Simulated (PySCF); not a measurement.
Isomers of C5H6F2OSi, mass 148.016 u with the commonest isotopes. The calculation used CAM-B3LYP/def2-SVPD in PySCF (dipole) on a GFN2-xTB geometry, gas phase. One conformer each, none proved a minimum here; rigid rotors.

Question: Order these by radius of gyration √(Σ m r²/M), smallest first.
A. `CC1=CC=CO[Si]1(F)F`
B. `[CH:1]#[C:2]/[CH:3]=[CH:4]\[CH2:5][O:6][SiH:7]([F:8])[F:9]` with C3–C4–C5–O6 -122°, C4–C5–O6–Si7 47°, C5–O6–Si7–F8 -68°
C. `[F:1][CH2:2][O:3][C:4]1=[C:5]([F:6])[CH:7]=[CH:8][SiH2:9]1` with F1–C2–O3–C4 180°, C2–O3–C4–C5 0°
D. `[CH:1]#[C:2]/[CH:3]=[C:4](\[O:5][SiH3:6])[CH:7]([F:8])[F:9]` with C3–C4–O5–Si6 -4°, C3–C4–C7–F8 -59°
E. `[CH3:1][O:2][C:3]1=[C:4]([F:5])[SiH2:6][CH:7]=[C:8]1[F:9]` with C1–O2–C3–C4 0°
F. `[CH3:1][C:2](=[O:3])[C:4]1=[CH:5][SiH2:6][C:7]1([F:8])[F:9]` with C1–C2–C4–C5 180°
G. `[F:1][CH:2]([F:3])[c:4]1[cH:5][o:6][c:7]([SiH3:8])[cH:9]1` with F1–C2–C4–C5 -64°

Answer: A (1.959 Å), F (2.063 Å), E (2.102 Å), C (2.255 Å), D (2.295 Å), B (2.392 Å), G (2.463 Å).

Question: Order these by rotational constant C, largest first.
A. `[F:1][CH:2]([F:3])[c:4]1[cH:5][o:6][c:7]([SiH3:8])[cH:9]1` with F1–C2–C4–C5 -64°
B. `[F:1][CH2:2][O:3][C:4]1=[C:5]([F:6])[CH:7]=[CH:8][SiH2:9]1` with F1–C2–O3–C4 180°, C2–O3–C4–C5 0°
C. `[CH3:1][O:2][C:3]1=[C:4]([F:5])[SiH2:6][CH:7]=[C:8]1[F:9]` with C1–O2–C3–C4 0°
D. `[CH:1]#[C:2]/[CH:3]=[C:4](\[O:5][SiH3:6])[CH:7]([F:8])[F:9]` with C3–C4–O5–Si6 -4°, C3–C4–C7–F8 -59°
E. `[CH3:1][C:2](=[O:3])[C:4]1=[CH:5][SiH2:6][C:7]1([F:8])[F:9]` with C1–C2–C4–C5 180°
F. `[F:1][CH:2]([F:3])[O:4][C:5]1=[CH:6][CH:7]=[CH:8][SiH2:9]1` with F1–C2–O4–C5 -167°, C2–O4–C5–C6 -9°
G. `CC1=CC=CO[Si]1(F)F`

Answer: G (993.5 MHz), E (870.1 MHz), C (778.0 MHz), D (690.4 MHz), B (675.5 MHz), F (659.3 MHz), A (593.8 MHz).

Question: Order these by dipole moment, largest first.
A. `[F:1][CH:2]([F:3])[O:4][C:5]1=[CH:6][CH:7]=[CH:8][SiH2:9]1` with F1–C2–O4–C5 -167°, C2–O4–C5–C6 -9°
B. `[CH:1]#[C:2]/[CH:3]=[CH:4]\[CH2:5][O:6][SiH:7]([F:8])[F:9]` with C3–C4–C5–O6 -122°, C4–C5–O6–Si7 47°, C5–O6–Si7–F8 -68°
C. `[CH3:1][O:2][C:3]1=[C:4]([F:5])[SiH2:6][CH:7]=[C:8]1[F:9]` with C1–O2–C3–C4 0°
D. `[CH:1]#[C:2]/[CH:3]=[C:4](\[O:5][SiH3:6])[CH:7]([F:8])[F:9]` with C3–C4–O5–Si6 -4°, C3–C4–C7–F8 -59°
E. `[F:1][CH:2]([F:3])[c:4]1[cH:5][o:6][c:7]([SiH3:8])[cH:9]1` with F1–C2–C4–C5 -64°
F. `CC1=CC=CO[Si]1(F)F`

Answer: F (3.39 D), B (3.11 D), A (2.78 D), D (2.54 D), E (2.27 D), C (1.25 D).

```tsv
SMILES	point group	Ia (u·Å²)	Ib (u·Å²)	Ic (u·Å²)	κ	μa (D)	μb (D)	μc (D)
C#C/C=C(\O[SiH3])C(F)F	near Cs	262.06	564.66	732.01	-0.67	2.40	0.84	0.04
FCOC1=C(F)C=C[SiH2]1	Cs	208.12	549.38	748.16	-0.72	2.45	0.43	0.00
CC(=O)C1=C[SiH2]C1(F)F	Cs	241.40	437.83	580.84	-0.54	2.53	0.70	0.00
COC1=C(F)[SiH2]C=C1F	Cs	300.86	357.93	649.57	0.41	0.32	1.20	0.00
FC(F)c1coc([SiH3])c1	–	119.65	825.01	851.15	-0.99	1.90	1.21	0.28
CC1=CC=CO[Si]1(F)F	Cs	281.36	345.71	508.68	0.17	3.15	1.26	0.00
FC(F)OC1=CC=C[SiH2]1	C1	156.43	652.54	766.53	-0.91	2.37	0.83	1.20
C#C/C=C\CO[SiH](F)F	C1	179.01	750.08	765.34	-0.99	3.03	0.63	0.27
```
